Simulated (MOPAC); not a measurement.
MOPAC input (PM3):

```
PM3 1SCF UHF MS=0.5 GEO-OK AUX(PRECISION=9) THREADS=1
CH3Se

C     0.74148865 1   -1.28653962 1   -0.32335225 1
Se   -0.21388692 1    0.36606753 1    0.09144170 1
H     1.78584965 1   -1.11162642 1   -0.05722648 1
H     0.67976908 1   -1.50618972 1   -1.38615624 1
H     0.35760483 1   -2.10924229 1    0.27447826 1
```

Output:

```
 *******************************************************************************
 **                                                                           **
 **                              MOPAC v23.2.5                                **
 **                                                                           **
 *******************************************************************************
 ** MOPAC's Digital Object Identifier: https://doi.org/10.5281/zenodo.6511958 **
 **                                                                           **
 ** Please cite the open-source release paper for use of this MOPAC version:  **
 ** J. E. Moussa and J. J. P. Stewart (2026)                                  **
 ** MOPAC: An open-source semiempirical molecular orbital program             **
 ** J. Open Source Softw., 11(119), 8025, https://doi.org/10.21105/joss.08025 **
 *******************************************************************************

                              PM3 CALCULATION RESULTS

 *******************************************************************************
 *  PM3        - The PM3 Hamiltonian to be used
 *  GEO-OK     - OVERRIDE INTERATOMIC DISTANCE AND OTHER SAFETY CHECKS
 *  UHF        - UNRESTRICTED HARTREE-FOCK CALCULATION
 *  MS=        - IN MECI, MAGNETIC COMPONENT OF SPIN =  0.5
 *  1SCF       - DO 1 SCF AND THEN STOP
 *  AUX        - OUTPUT AUXILIARY INFORMATION
 *******************************************************************************
PM3 1SCF UHF MS=0.5 GEO-OK AUX(PRECISION=9) THREADS=1
 CH3Se

   ATOM   CHEMICAL          X               Y               Z
  NUMBER   SYMBOL      (ANGSTROMS)     (ANGSTROMS)     (ANGSTROMS)

     1       C          0.74148865  *  -1.28653962  *  -0.32335225  *
     2      Se         -0.21388692  *   0.36606753  *   0.09144170  *
     3       H          1.78584965  *  -1.11162642  *  -0.05722648  *
     4       H          0.67976908  *  -1.50618972  *  -1.38615624  *
     5       H          0.35760483  *  -2.10924229  *   0.27447826  *

          CARTESIAN COORDINATES

    NO.       ATOM           X           Y           Z

     1         C          0.7415     -1.2865     -0.3234
     2        Se         -0.2139      0.3661      0.0914
     3         H          1.7858     -1.1116     -0.0572
     4         H          0.6798     -1.5062     -1.3862
     5         H          0.3576     -2.1092      0.2745

  H: (PM3): J. J. P. STEWART, J. COMP. CHEM. 10, 209 (1989).
  C: (PM3): J. J. P. STEWART, J. COMP. CHEM. 10, 209 (1989).
 Se: (PM3): J. J. P. STEWART, J. COMP. CHEM. 12, 320-341 (1991).

           Empirical Formula: C H3 Se  =     5 atoms

      MOLECULAR POINT GROUP   :   Cs

          UHF CALCULATION, NO. OF ALPHA ELECTRONS =    7
                           NO. OF BETA  ELECTRONS =    6

 -------------------------------------------------------------------------------
 PM3 1SCF UHF MS=0.5 GEO-OK AUX(PRECISION=9) THREADS=1
 CH3Se

     1SCF WAS SPECIFIED, SO BFGS WAS NOT USED
     SCF FIELD WAS ACHIEVED

                              PM3 CALCULATION
                                                       MOPAC v23.2.5 Linux

          FINAL HEAT OF FORMATION =         19.09765 KCAL/MOL =      79.90455 KJ/MOL

          COSMO AREA              =         84.96 SQUARE ANGSTROMS
          COSMO VOLUME            =         68.33 CUBIC ANGSTROMS

          IONIZATION POTENTIAL    =          8.732997 EV
          ALPHA SOMO LUMO (EV)    =         -9.780 -0.710
          BETA  SOMO LUMO (EV)    =         -8.733 -2.061
          NO. OF ALPHA ELECTRONS  =          7
          NO. OF BETA  ELECTRONS  =          6
          MOLECULAR WEIGHT        =         93.9947         POINT GROUP:  Cs

          MOLECULAR DIMENSIONS (Angstroms)

            Atom       Atom       Distance
            H     4   Se     2     2.54701
            H     5    H     3     1.77301
            H     3    H     4     1.40394

          SCF CALCULATIONS        =          1

   ATOM   CHEMICAL          X               Y               Z
  NUMBER   SYMBOL      (ANGSTROMS)     (ANGSTROMS)     (ANGSTROMS)

     1       C          0.74148865  *  -1.28653962  *  -0.32335225  *
     2      Se         -0.21388692  *   0.36606753  *   0.09144170  *
     3       H          1.78584965  *  -1.11162642  *  -0.05722648  *
     4       H          0.67976908  *  -1.50618972  *  -1.38615624  *
     5       H          0.35760483  *  -2.10924229  *   0.27447826  *

                             CARTESIAN COORDINATES

   1    C        0.741488650    -1.286539620    -0.323352250
   2   Se       -0.213886920     0.366067530     0.091441700
   3    H        1.785849650    -1.111626420    -0.057226480
   4    H        0.679769080    -1.506189720    -1.386156240
   5    H        0.357604830    -2.109242290     0.274478260

           Empirical Formula: C H3 Se  =     5 atoms

      MOLECULAR POINT GROUP   :   Cs

          ALPHA EIGENVALUES
 -30.01675 -18.26598 -15.17735 -15.00871 -12.33629 -11.35306  -9.78016  -0.71025
   3.49900   3.65125   3.78533

           BETA EIGENVALUES
 -29.98771 -15.07548 -14.99795 -14.71146 -11.26227  -8.73300  -2.06106  -0.14759
   3.48111   3.59527   3.71842

              NET ATOMIC CHARGES AND DIPOLE CONTRIBUTIONS

  ATOM NO.   TYPE          CHARGE      No. of ELECS.   s-Pop       p-Pop
    1          C          -0.222886        4.2229     1.15733     3.06556
    2         Se          -0.027968        6.0280     1.94503     4.08293
    3          H           0.084375        0.9156     0.91563
    4          H           0.083239        0.9168     0.91676
    5          H           0.083239        0.9168     0.91676
 DIPOLE           X         Y         Z       TOTAL
 POINT-CHG.     0.373    -0.568    -0.134     0.693
 HYBRID         0.529    -0.854    -0.208     1.026
 SUM            0.902    -1.422    -0.341     1.719

          ATOMIC ORBITAL ELECTRON POPULATIONS

     Atom    s        px        py        pz
    1  C   1.15733   1.02451   0.98624   1.05480
    2 Se   1.94503   1.06788   1.15708   1.85798
    3  H   0.91563
    4  H   0.91676
    5  H   0.91676

                    (SZ)    =    0.500000
                    (S**2)  =    0.779334

          ATOMIC ORBITAL SPIN POPULATIONS

    Atom   Total    s     px     py     pz
         Atomic
    1  C -0.1866 -0.019 -0.050 -0.098 -0.019
    2 Se  1.1197  0.024  0.745  0.249  0.101
    3  H  0.0364  0.036
    4  H  0.0152  0.015
    5  H  0.0152  0.015

 **********************
 *                    *
 * JOB ENDED NORMALLY *
 *                    *
 **********************

 == MOPAC DONE ==
```

The geometry given is a B3LYP-D3(BJ)/def2-TZVP minimum.
